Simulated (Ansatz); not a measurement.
Stepwise reaction of disiloxane with ammonia, as a gas-phase model of exchange steps in deposition or etching. ΔE in kJ/mol.

Isolated molecules relaxed with PBE0-D4/def2-TZVP in Ansatz; ΔE leaves out vibrations. CBS: MP2 limit from def2 TZ/QZ plus the TZ coupled-cluster correction, frozen cores. This one scheme is used for every species. Functionals use def2-TZVPP. B3LYP here is the variant with VWN-RPA as its local correlation; programs differ in this. Each species was taken in one conformer, which may not be the lowest.

| step | reaction | PBE-D4 | B3LYP-D4 | ωB97M-V | CCSD(T)/CBS |
| --- | --- | --- | --- | --- | --- |
| 2 | `N[SiH2]O[SiH3]` + NH₃ → `N[SiH](N)O[SiH3]` + H₂ | -51.6 | -54.3 | -55.5 | -54.9 |

Q: Give the row of step 1, `[SiH3]O[SiH3]` + NH₃ → `N[SiH2]O[SiH3]` + H₂. (Best estimate.)

A: The calculation gave: 
```json
{"step": "1", "reaction": "`[SiH3]O[SiH3]` + NH₃ → `N[SiH2]O[SiH3]` + H₂", "PBE-D4": "-45.7", "B3LYP-D4": "-47.1", "ωB97M-V": "-48.9", "CCSD(T)/CBS": "-47.6"}
```

Q: By hand: ΔE of the 2 steps together at CCSD(T)/CBS.

A: (-47.6) + (-54.9) = -102.5 kJ/mol, or -51.2 kJ/mol a step.

In ΔE each step is lower than the one before. All are downhill at CCSD(T)/CBS. PBE-D4 differs from CCSD(T)/CBS by 1.9 to 3.3 kJ/mol a step. Isolated molecules leave out the surface, adducts and barriers. Largest T1 diagnostic: 0.011.
